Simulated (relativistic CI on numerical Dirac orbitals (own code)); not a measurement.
# Electric-dipole lines of I⁵⁺

Calculated at this level of theory: Dirac-Coulomb-Breit CI, separate exchange-only KLI orbitals for each configuration, model QED (radiative potential, 1s self-energy scaled to tabulated hydrogen-like ionisation energies), valence Slater integrals scaled by 0.9, configuration energies shifted to the measured levels that pair with them (semi-empirical) (own radial code, finite nucleus).

CI space (outside the closed core [Kr]): 4d10 5s2, 4d10 5s 5p, 4d10 5p2, 4d10 5s 5d, 4d10 5s 6s, 4d10 5s 6p, 4d10 5p 5d, 4d10 5p 6s, 4d10 5s 7s, 4d10 5d2, 4d10 5s 5f, 4d10 4f2, 4d10 5s 5g, 4d10 5s 4f, 4d10 4f 5p, 4d10 5f2, 4d9 5s2 4f, 4d10 5p 5f, 4d10 5s 6d, 4d10 4f 5d, 4d10 5g2, 4d10 5p 5g, 4d9 5s 5p2, 4d10 5s 7p, 4d8 5s2 5p2, 4d9 5s2 5p, 4d10 5s 6f, 4d10 5s 7d, 4d10 5d 5f, 4d10 4f 5f. Levels of other configurations are missing.

```
λ vac (nm)                 Lower                  Upper   A (s⁻¹)  E lower (cm⁻¹)  E upper (cm⁻¹)
    54.116     4d10 5p2 1D_2 [7]  4d10 5p 5d 1F°_3 [45]  9.30e+09          207782          392569
    58.132     4d10 5p2 3P_2 [9]  4d10 5p 5d 1F°_3 [45]  5.78e+09          220546          392569
    60.183  4d10 5s 5p 3P°_0 [2]   4d10 5s 5d 3D_1 [11]  7.30e+09           85678          251839
    60.586     4d10 5p2 1D_2 [7]  4d10 5p 5d 3D°_3 [32]  7.19e+09          207782          372837
    60.620     4d10 5p2 3P_1 [8]  4d10 5p 5d 3P°_1 [34]  8.99e+09          208474          373437
    61.249  4d10 5s 5p 3P°_1 [3]   4d10 5s 5d 3D_2 [12]  9.37e+09           89249          252518
    61.506     4d10 5p2 3P_0 [6]  4d10 5p 5d 3D°_1 [29]  1.51e+10          200820          363407
    63.144     4d10 5p2 3P_1 [8]  4d10 5p 5d 3D°_2 [30]  1.09e+10          208474          366843
    64.781  4d10 5s 5p 3P°_2 [4]   4d10 5s 5d 3D_3 [13]  1.13e+10           99269          253635
    65.162     4d10 5p2 3P_2 [9]  4d10 5p 5d 3D°_2 [35]  9.79e+09          220546          374010
    65.664     4d10 5p2 3P_2 [9]  4d10 5p 5d 3D°_3 [32]  1.05e+10          220546          372837
    67.172     4d10 5p2 1D_2 [7]  4d10 5p 5d 1D°_2 [27]  5.54e+09          207782          356652
    68.947    4d10 5p2 1S_0 [10]  4d10 5p 5d 1P°_1 [44]  9.92e+09          246986          392026
    69.685  4d10 5s 5p 1P°_1 [5]   4d10 5s 5d 1D_2 [14]  1.66e+10          128828          272330
    77.623     4d10 5s2 1S_0 [1]   4d10 5s 5p 1P°_1 [5]  6.53e+09               0          128828
    82.456  4d10 5s 5p 3P°_2 [4]      4d10 5p2 3P_2 [9]  3.91e+09           99269          220546
    82.657  4d10 5s 6s 3S_1 [19]  4d10 5p 6s 3P°_2 [60]  5.03e+09          295513          416494
    83.168  4d10 5s 5d 1D_2 [14]  4d10 5p 5d 1F°_3 [45]  3.18e+09          272330          392569
    93.252  4d10 5s 5d 3D_3 [13]  4d10 5p 5d 3F°_4 [28]  2.28e+09          253635          360872
    222.87  4d10 5s 6s 3S_1 [19]  4d10 5s 6p 3P°_2 [23]  6.43e+08          295513          340382
```

Terms are leading LS components. Brackets give the number of a level in order of energy, since labels repeat. The list gives strong lines, with weight on those to low levels, without configurations that were not tied to measured data, without lines whose two gauges differ by over a factor of 2.5, among the lowest 201 of 419 levels, so that lines to higher ones, which can be the strongest, are missing. Levels whose partners in the same complex of configurations lie outside the list can be far off, and so can their lines. Rates are taken at the computed energies, electric ones in the length gauge.

Configurations whose levels could be paired with our table of measured levels were shifted onto them, all but the ground configuration, by the median error of their levels; single terms can still be off by 1,000 to 2,000 cm⁻¹ or more, and rates follow the energies as ν³ (E1, M1) or ν⁵ (E2). The others borrow a shift and can be off by several thousand cm⁻¹ or more. Levels and lines within the n = 5 or 6 shells can be off by up to 10 % or somewhat more, and those that change n by about 2 %, since core polarisation is missing. 34 of the 36 excited levels that our extract of the measured tables holds in this range could be paired (the sources list more); they are missed by 701 cm⁻¹ on average and 4594 at most, after the shifts were fitted to these levels, and levels without a partner can miss by more.

(1) From the table, what is the radiative lifetime of 4d10 5p 5d 1F°_3?

Results:

(1) The listed rates from this level add up to about 1.83e+10 s⁻¹, 99 % of its decay; with all channels τ = 5.43e-11 s.

LS names give the leading component of a level, which can be under half, so a name can repeat, a term be missing and a line seem to break the LS rules.
